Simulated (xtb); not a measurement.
Input for xtb: GFN2-xTB on In2, 2S+1 = 3, a spin state set in the input, which need not be the lowest, a point of a bond scan (R = 3.222 Å).

```
$ xtb mol.xyz --gfn 2 --sp --chrg 0 --uhf 2
2

In     0.00000000     0.00000000     0.00000000
In     0.00000000     0.00000000     3.22249500
```

Q: Give the final energy of this run.

A: -2.3192 hartree.
